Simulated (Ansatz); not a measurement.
Ansatz (a first-principles code) input (B2PLYP/def2-TZVPD):

Ansatz 0.2 input:
```yaml
crystal:
  periodic: [false, false, false]
  atoms:
    - {symbol: B, position_ang: [0.00356805, -0.03128042, 0.05613467]}
    - {symbol: F, position_ang: [0.09003512, -0.68667699, 1.22448895]}
    - {symbol: C, position_ang: [1.33319326, 0.50484050, -0.57082482]}
    - {symbol: C, position_ang: [-1.41783878, 0.13811077, -0.57550430]}
    - {symbol: H, position_ang: [1.18453455, 1.39845320, -1.17983030]}
    - {symbol: H, position_ang: [1.72468279, -0.26581203, -1.24763705]}
    - {symbol: H, position_ang: [2.10785529, 0.69567817, 0.17366349]}
    - {symbol: H, position_ang: [-1.81631955, 1.11152724, -0.26112406]}
    - {symbol: H, position_ang: [-2.12737098, -0.62036928, -0.24132119]}
    - {symbol: H, position_ang: [-1.39366537, 0.15931013, -1.66685010]}
basis:
  gaussian:
    orbitals: def2-TZVPD
hamiltonian:
  xc: {name: B2PLYP}
magnetization: {spin_polarized: false}
correlation: {electrons: outside_noble_gas}
```

Output:

```
Functional definition: B2PLYP
integrals: 0.36 GiB planned
1408 factors; integrals over basis functions are off by at most 9.9e-4 eV
mean field: 1.10 GiB planned
mean field evaluation 1: about -5553.0478 eV, gradient 5.4e1 eV
mean field evaluation 2: about -5553.0458 eV, gradient 5.4e1 eV
mean field evaluation 4: about -5559.0562 eV, gradient 3.4e0 eV
mean field evaluation 8: about -5559.0729 eV, gradient 1.8e-1 eV
mean field evaluation 16: about -5559.0730 eV, gradient 2.1e-5 eV
mean field -5559.07295342 eV, -204.2921629632 hartree, gradient 3.7e-6 eV, S^2 0.000000; 0 other end points of the search recorded, 0 dependent functions left out
4 core orbitals not correlated
reference -5559.07313465 eV, -204.2921696234 hartree; 12, 12 occupied and 189, 189 virtual orbitals, 1408 factors
second order -22.55720869 eV of doubles, -0.00000000 eV of singles
Total energy: -5565.16358100 eV, -204.5159893984 hartree
```
